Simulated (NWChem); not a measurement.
System: BHCl, doublet; SMILES [BH]Cl

```xyz
3

B      0.1314     1.2354     0.0000
Cl     0.0101    -0.4791     0.0000
H     -0.8283     1.9674     0.0000
```
Atoms are numbered in this order, from 1.

In the optimisation the excess spin sits in a' (Cs, its own frame). All runs use the structure optimised with PBE0/def2-SVP, spin-unrestricted. No stability test was run on the SCF state.

Symmetry labels are those of Cs in the frame above (b1 and b2, or b-type labels, depend on it). States above −ε(HOMO) = 4.9 eV lie in this functional's continuum and hang on the basis.

List the 4 lowest vertical excitations from PBE/6-31+G* (spherical d), spin-unrestricted, TDA (NWChem).


```json
[
 {"state": "state 1", "energy (eV)": "1.75", "oscillator strength": "0.006", "symmetry of the excitation": "a\"", "<S²>": "0.76"},
 {"state": "state 2", "energy (eV)": "4.77", "oscillator strength": "0.010", "symmetry of the excitation": "a'", "<S²>": "0.77"},
 {"state": "state 3", "energy (eV)": "5.14", "oscillator strength": "0.031", "symmetry of the excitation": "a'", "<S²>": "0.78"},
 {"state": "state 4", "energy (eV)": "5.60", "oscillator strength": "0.000", "symmetry of the excitation": "a\"", "<S²>": "2.50"}
]
```
